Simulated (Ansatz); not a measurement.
`N#[C][GeH]([F])[Cl]` + `[SiH3]N[SiH3]` → `[F][GeH]([Cl])[N]([SiH3])[SiH3]` + `C#N`  (ligand exchange at a Ge–C bond)

Isolated molecules relaxed with PBE0-D4/def2-TZVP in Ansatz; ΔE leaves out vibrations. CBS: MP2 limit from def2 TZ/QZ plus the TZ coupled-cluster correction, frozen cores. This one scheme is used for every species. Functionals use def2-TZVPP. For Ge outer-core shells are correlated without core-valence functions, which leaves a few kJ/mol of doubt a bond. Scalar relativity is left out up to krypton. Each species was taken in one conformer, which may not be the lowest.

`N#[C][GeH]([F])[Cl]`:

```xyz
6

N     1.589    0.481    1.900
C     0.868    0.229    1.038
Ge   -0.277   -0.207   -0.430
F    -1.692   -0.879    0.275
Cl   -0.828    1.590   -1.395
H     0.340   -1.215   -1.387
```

`[SiH3]N[SiH3]`:

Cartesian coordinates in Å:
```
Si 0.685 0.586 1.274
N 0.309 0.384 -0.397
Si -0.788 -0.725 -1.136
H 0.073 -0.549 2.007
H 0.155 1.863 1.830
H 2.158 0.592 1.490
H 0.749 1.043 -1.025
H -1.211 -1.691 -0.092
H -0.134 -1.450 -2.260
H -1.995 -0.052 -1.691
```

`[F][GeH]([Cl])[N]([SiH3])[SiH3]`:

Z-matrix (Å, degrees):
```
Ge
Cl 1 2.135
N 1 1.810 2 111.4
F 1 1.730 2 106.0 3 -112.7
H 1 1.525 2 109.4 3 129.5
Si 3 1.747 1 120.4 2 -99.9
Si 3 1.739 1 119.1 2 73.6
H 6 1.488 3 105.3 1 172.2
H 6 1.483 3 111.6 1 -69.3
H 6 1.483 3 111.4 1 53.4
H 7 1.485 3 110.6 1 128.2
H 7 1.485 3 111.9 1 -110.3
H 7 1.489 3 106.7 1 9.1
```

`C#N`:

```xyz
3

C    -0.017   -0.009    0.017
N     0.744    0.375   -0.749
H    -0.727   -0.366    0.732
```

```json
{"species": "`N#[C][GeH]([F])[Cl]`", "PBE-QIDH energy (Eh)": "-2729.61085"}
{"species": "`[SiH3]N[SiH3]`", "PBE-QIDH energy (Eh)": "-637.53379"}
{"species": "`[F][GeH]([Cl])[N]([SiH3])[SiH3]`", "PBE-QIDH energy (Eh)": "-3273.82314"}
{"species": "`C#N`", "PBE-QIDH energy (Eh)": "-93.33203"}
```

Q: Work out ΔE.

A: ΔE = (-3273.82314) + (-93.33203) − (-2729.61085) − (-637.53379) = -0.01053 Eh = -0.29 eV. CCSD(T)/CBS gives -0.36 eV.

Q: What do rigid-rotor, harmonic-oscillator terms from PBE0-D4/def2-TZVP frequencies (298.15 K, 1 bar) make of the CCSD(T)/CBS value? (An estimate is asked.)

A: Computed: ΔZPE = -0.02 eV, ΔH = -0.37 eV, ΔS = -38 J/(mol·K), ΔG = -0.25 eV. Modes under 50 cm⁻¹ make the entropy rough.

Largest T1 diagnostic among the species: 0.014.

Leaving LDA and LC-ωPBE aside and taking each functional with its dispersion term where it has one, the values, not all of them listed here, spread over 0.12 eV, from BHLYP-D4 to B2PLYP. LDA lies −0.13 eV from PBE without D4. The D4 term adds −0.16 eV with B3LYP and −0.09 eV with PBE0; it sums over pairs of atoms, weighted by their polarisabilities, and B3LYP, whose exchange is more repulsive, gets the larger term. In def2-TZVPP, CCSD(T) changes the Hartree–Fock value by −0.14 eV (the triples alone add −0.02 eV) and MP2 by −0.16 eV.

B3LYP here is the variant with VWN-RPA as its local correlation; programs differ in this.
